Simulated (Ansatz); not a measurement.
Calculated with Ansatz (gas phase, PBE0-D4/def2-TZVP geometries, no zero-point term in ΔE). CCSD(T)/CBS adds triple-zeta CCSD(T) − MP2 to the extrapolated MP2 energy (def2 sets, frozen cores). This one scheme is used for every species. DFT in def2-TZVPP. B3LYP here is the variant with VWN-RPA as its local correlation; programs differ in this. For Se outer-core shells are correlated without core-valence functions, which leaves a few kJ/mol of doubt a bond. Scalar relativity is left out up to krypton. One conformer a species, not always the lowest.

Reaction (substitution at a C–O bond): `O=C(O)[SeH]` + `O[SiH3]` → `O=C([SeH])O[SiH3]` + H₂O

| level | ΔE (kcal/mol) |
| --- | --- |
| PBE-D4 | 1.7 |
| B3LYP-D4 | 1.1 |
| ωB97X-V | 1.6 |
| ωB97M-V | 1.5 |
| B2PLYP | 2.0 |
| PBE | 2.8 |
| CCSD(T)/def2-TZVPP | 0.6 |
| HF/def2-QZVPP | 2.6 |

What does CCSD(T)/CBS give? (An estimate is asked.)

The calculation gave: +0.2 kcal/mol. The listed levels differ from it by 1.5, 0.9, 1.4, 1.3, 1.8, 2.6, 0.4, 2.4 kcal/mol.

Largest T1 diagnostic among the species: 0.014.

The D4 term adds −1.8 kcal/mol with B3LYP and −1.0 kcal/mol with PBE0; it sums over pairs of atoms, weighted by their polarisabilities, and B3LYP, whose exchange is more repulsive, gets the larger term. In def2-TZVPP, CCSD(T) changes the Hartree–Fock value by −2.1 kcal/mol (the triples alone add −0.4 kcal/mol) and MP2 by −2.1 kcal/mol.
